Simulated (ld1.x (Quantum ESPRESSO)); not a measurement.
**PBE TM dataset for Lu (Z = 71), scalar-relativistic all-electron reference.**

The input file (ld1.x (Quantum ESPRESSO) 7.5):

```
&input
   title='Lu', zed=71., rel=1, dft='PBE', iswitch=3,
   config='[Xe] 4f14 5d1 6s2 6p0',
   nld=4, rlderiv=3.25, eminld=-6.0, emaxld=5.0, deld=0.02
 /
 &inputp
   pseudotype=2, tm=.true., lloc=3,
   nlcc=.false.,
   file_pseudopw='Lu.UPF', file_wfcaegen='ae.wfc', file_wfcncgen='nc.wfc', file_beta='beta', file_chi='chi'
 /
4
5S  1  0   2.00   0.00  1.60  1.60  0.0
5P  2  1   6.00   0.00  1.35  1.35  0.0
5D  3  2   1.00   0.00  3.00  3.00  0.0
4F  4  3  14.00   0.00  1.10  1.10  0.0
 &test
   configts(1)='4f14 5s2 5p6 5d1 6s2 6p0'
 /
```

Command:

```bash
ld1.x < Lu.in > Lu.out
```

Output (shortened: banner, matrices, multipoles, cross overlaps and the repeated all-electron block are left out):

```
[... start of the log left out ...]
     Computing logarithmic derivative in   3.25792
     Computing the partial wave expansion
     R is outside the sphere for l=    0 j= 0.00
     R is outside the sphere for l=    1 j= 0.00
     R is outside the sphere for l=    2 j= 0.00
       no projector for channel:   3

     ---------------------- Testing the pseudopotential ----------------------

     Lu
     scalar relativistic calculation

     atomic number is 71.00   valence charge is 25.00
     dft =PBE   lsd =0 sic =0 latt =0  beta=0.20 tr2=1.0E-14
     mesh =1271 r(mesh) = 100.71756 xmin = -7.00 dx = 0.01250

     n l     nl             e AE (Ry)        e PS (Ry)    De AE-PS (Ry)
     4 3     4F   1(14.00)       -0.70733       -0.00000       -0.70733  !
     1 0     5S   1( 2.00)       -4.48772       -3.36237       -1.12535  !
     2 1     5P   1( 6.00)       -2.32704       -1.23792       -1.08913  !
     3 2     5D   1( 1.00)       -0.12857       -0.00000       -0.12857  !
     2 0     6S   1( 2.00)       -0.34244       -0.00000       -0.34244  !
     3 1     6P   1( 0.00)       -0.09884       -0.02965       -0.06919  !

     eps = 1.3E+00  iter =201

     Etot =  -29126.697660 Ry,  -14563.348830 Ha, -396288.910042 eV
     Etotps =  -480.425253 Ry,    -240.212626 Ha,   -6536.518554 eV

     Ekin =     637.797683 Ry,     318.898842 Ha,    8677.679555 eV
     Encl =   -1582.058758 Ry,    -791.029379 Ha,  -21525.005970 eV
     Ehrt =     480.175470 Ry,     240.087735 Ha,    6533.120090 eV
     Ecxc =     -45.778849 Ry,     -22.889424 Ha,    -622.852968 eV
     Epseu=      29.439201 Ry,      14.719601 Ha,     400.540739 eV

     ---------------------- End of pseudopotential test ----------------------
```

The run took about 2.4 s on one core of a shared server CPU.
